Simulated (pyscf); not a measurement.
# HO–GeH(OH)–OH, singlet

Gas-phase minimum from PySCF at ωB97X-D3(BJ)/def2-SVP, one conformer. 

```xyz
8

O     -0.2443    -0.2575     1.1660
Ge    -0.6638     0.5165    -0.3685
O      0.2973    -0.2494    -1.6418
O     -2.3644     0.1696    -0.7082
H     -0.9742    -0.7886     1.5075
H     -0.4113     2.0157    -0.3058
H      0.8699    -0.9408    -1.2875
H     -2.4604    -0.4144    -1.4706
```

Bonds (Å): O1–Ge2 1.769, O1–H5 0.965, Ge2–O3 1.770, Ge2–O4 1.769, Ge2–H6 1.522, O3–H7 0.965, O4–H8 0.965. Bond angles (°): Ge2–O1–H5 111.6, O1–Ge2–O3 107.8, O1–Ge2–O4 108.0, O1–Ge2–H6 110.9, O3–Ge2–O4 107.4, O3–Ge2–H6 111.5, O4–Ge2–H6 111.1, Ge2–O3–H7 111.6, Ge2–O4–H8 111.5.

Properties at ωB97X-D3(BJ)/def2-SVP:

Harmonic wavenumbers, unscaled: 68, 106, 241, 245, 273, 306, 727, 728, 730, 761, 763, 876, 904, 905, 2269, 3900, 3901, 3902 cm⁻¹
Zero-point energy: 30.9 kcal/mol
Rotational symmetry number: 3
Entropy of this conformer at 298 K and 1 atm, rigid rotor and harmonic oscillator, modes under 100 cm⁻¹ raised to 100: 329.3 J/(mol K)
Dipole moment: 1.40 D

Single-point totals, which compare only within one level (frozen core for MP2 and CC):

```
level                   total energy (hartree)
----------------------  ----------------------
ωB97X-D3(BJ)/def2-TZVP             -2305.25812
PBE/def2-TZVP                      -2304.71049
r²SCAN/def2-TZVP                   -2305.14951
B3LYP-D3(BJ)/def2-TZVP             -2305.32159
PBE0-D3(BJ)/def2-TZVP              -2304.76685
M06-2X/def2-TZVP                   -2305.19556
ωB97M-D3(BJ)/def2-TZVP             -2305.33498
HF/def2-TZVPP                      -2302.48031
MP2/def2-TZVPP                     -2303.46201
CCSD/def2-TZVPP                    -2303.46643
CCSD(T)/def2-TZVPP                 -2303.50150
```

Soft torsions are taken as harmonic, which can shift the entropy by several J/(mol K). The CCSD(T) − MP2 part came from Ansatz, without density fitting, on the same reference. The frozen core leaves the outer d or s,p core shells of the metals and heavy elements correlated in the MP2 and CC values, and def2-TZVPP describes them poorly, so these totals are far from the basis limit. Elements up to Kr have no core potential and no relativistic terms here.
